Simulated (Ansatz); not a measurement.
One geometry of the cluster Te₂Au₃, several levels of theory.

```yaml
crystal:
  periodic: [false, false, false]
  atoms:
    - {symbol: Au, position_ang: [-1.108155, 1.302623, -0.511123]}
    - {symbol: Au, position_ang: [1.477084, -0.336765, -0.943905]}
    - {symbol: Au, position_ang: [-0.368898, -0.965886, 1.455032]}
    - {symbol: Te, position_ang: [-1.065715, -1.369250, -1.179155]}
    - {symbol: Te, position_ang: [1.065695, 1.369269, 1.179150]}
basis:
  gaussian: {orbitals: def2-TZVP, initial_orbitals: start.molden}
magnetization: {spin_polarized: true, initial_magnetization: 1}
hamiltonian: {xc: pbe0, dispersion: d4}
scf: {omitted_lower_state_checks: [starts]}
output: {orbitals: {seedname: orbitals}}
```

The file start.molden holds the orbitals of an earlier run on this structure, at another level or in another basis.

```sh
$ ansatz run in.yaml --threads 4 --pin off --events-out ev --progress --plain --max-ram 4787MiB
```

It prints (some lines left out):

```
Functional definition: PBE0
2088 factors; integrals over basis functions are off by at most 2.2e-4 eV
mean field evaluation 1: about -25670.4746 eV, gradient 2.9e1 eV
mean field evaluation 2: about -25671.3456 eV, gradient 1.3e0 eV
mean field evaluation 4: about -25671.7301 eV, gradient 6.2e-1 eV
mean field evaluation 8: about -25671.7347 eV, gradient 5.0e-5 eV
mean field -25671.73470095 eV, -943.4188493330 hartree, gradient 5.0e-5 eV, S^2 0.757083; 0 other end points of the search recorded, 0 dependent functions left out
reference -25671.73473255 eV, -943.4188504945 hartree; 53, 52 occupied and 167, 168 virtual orbitals, 2088 factors
Total energy: -25672.15310569 eV, -943.4342254236 hartree
Checks for a lower state left out: starts
```

Hardware: 4 threads of Intel Xeon Platinum 8259CL on a shared host. Wall time 17 s, peak host memory 1.2 GiB.

The first input with `gaussian: {orbitals: def2-SVP, initial_orbitals: start.molden}`, `hamiltonian: {xc: pbe, dispersion: d4}` (abridged; 4.3 s):

```
Functional definition: PBE
mean field -25673.52508859 eV, -943.4846448655 hartree, gradient 2.0e-5 eV, S^2 0.751699
Total energy: -25674.01332186 eV, -943.5025871073 hartree
Checks for a lower state left out: starts
```

As the first input, with `hamiltonian: {xc: r2scan, dispersion: d4}` (abridged; 17 s):

```
Functional definition: r2SCAN
mean field -25682.23654655 eV, -943.8047850404 hartree, gradient 5.5e-5 eV, S^2 0.755426
Total energy: -25682.32130148 eV, -943.8078997268 hartree
Checks for a lower state left out: starts
```

Geometry: PBE-D4/def2-SVP.

In the def2 sets Au, Te take a core potential; there is no spin–orbit coupling. No other spin state of charge 0 was run. The structure comes from a short search, and lower isomers may exist.
